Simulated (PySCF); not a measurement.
CH$_{2}$, charge +1, doublet, at a GFN2-xTB geometry (a state made from the parent by changing its charge; the spin is typed, not shown lowest). Base run: PySCF with DF-M062X/pcseg-1.

Here is a job for PySCF.
```python
from pyscf import gto, scf, dft

mol = gto.M(
    atom='''
C     0.00000000    0.00000000    0.00000000
H    -0.00000000   -0.00000000   -1.11194657
H     0.00000000    0.00000000    1.11194657
''',
    basis='pcseg-1',
    charge=1,
    spin=1,
    verbose=4,
)

mf = dft.UKS(mol)
mf.xc = 'm062x'
mf = mf.density_fit(auxbasis='def2-universal-jkfit')
mf.kernel()
```

Variants of this job, named by their change:

| change | basis functions | E (Eh) | HOMO (eV) |
|---|---|---|---|
| base | 24 | -38.73673 | -18.75 |
| basis = 3-21G | 13 | -38.52660 | -18.79 |
| basis = def2-SV(P) | 18 | -38.70609 | -18.88 |
| basis = pc-1 | 24 | -38.73701 | -18.76 |
| basis = 6-311G** | 30 | -38.75444 | -18.79 |
| basis = 6-311+G(2d,p) | ___ | ___ | -18.79 |
| basis = aug-pcseg-1 | ___ | ___ | ___ |
| basis = def2-TZVP | 43 | -38.75763 | -18.78 |
| basis = cc-pVTZ | 58 | -38.75806 | -18.79 |
| basis = pcseg-2 | 58 | -38.75927 | -18.78 |
| basis = def2-TZVPP | ___ | ___ | -18.78 |
| basis = aug-cc-pVTZ | ___ | ___ | -18.79 |
| basis = def2-QZVP | 117 | -38.76192 | -18.81 |

Question: Some entries are withheld; supply them.

Answer: 
- basis = 6-311+G(2d,p), basis functions: 39
- basis = 6-311+G(2d,p), E (Eh): -38.75461
- basis = aug-pcseg-1, basis functions: 41
- basis = aug-pcseg-1, E (Eh): -38.73789
- basis = aug-pcseg-1, HOMO (eV): -18.74
- basis = def2-TZVPP, basis functions: 59
- basis = def2-TZVPP, E (Eh): -38.75841
- basis = aug-cc-pVTZ, basis functions: 92
- basis = aug-cc-pVTZ, E (Eh): -38.75826

Totals compare only among sets that treat the same electrons; sets with core potentials leave the core out.

Open shells are given as the SCF converged; they aren't shown to be the lowest states, and a large step between rows can be another state.
